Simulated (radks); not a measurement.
Results of a calculation; reference values are marked as such.
Mean orbital radii <r> (bohr) of neutral lanthanum, [Xe] 5d1 6s2, at several levels of relativity; Dirac values are averaged over j with weights 2j + 1. Spin-unpolarised spherical Kohn-Sham, PBE, point nucleus unless stated (finite: rms radius 4.855 fm), a radial shooting solver on a logarithmic mesh with Libxc functionals. A level marked "c x" has the speed of light scaled by that factor and shares open shells by 2j + 1; other Dirac levels either fill j = l - 1/2 first or share by 2j + 1.

| shell | non-rel. | scalar-rel. | Dirac, 2j+1 shares, finite nucleus | Dirac, c x 10 | change of magnitude, last against first (%) |
|---|---|---|---|---|---|
| 2s | 0.1142 | 0.1074 | 0.1070 | 0.1142 | -0.06 |
| 2p | 0.09711 | 0.09425 | 0.09397 | 0.09708 | -0.03 |
| 3s | 0.2998 | 0.2852 | 0.2848 | 0.2996 | -0.05 |
| 3p | 0.2897 | 0.2832 | 0.2827 | 0.2897 | -0.02 |
| 3d | 0.2605 | 0.2600 | 0.2600 | 0.2605 | 0.00 |
| 4s | 0.6840 | 0.6542 | 0.6542 | 0.6837 | -0.04 |
| 4p | 0.7057 | 0.6931 | 0.6926 | 0.7056 | -0.02 |
| 4d | 0.7635 | 0.7675 | 0.7678 | 0.7636 | 0.00 |
| 5s | 1.625 | 1.557 | 1.558 | 1.625 | -0.04 |
| 5p | 1.824 | 1.804 | 1.803 | 1.824 | -0.01 |
| 5d | 2.855 | 3.001 | 3.003 | 2.856 | +0.05 |
| 6s | 4.610 | 4.423 | 4.424 | 4.608 | -0.04 |
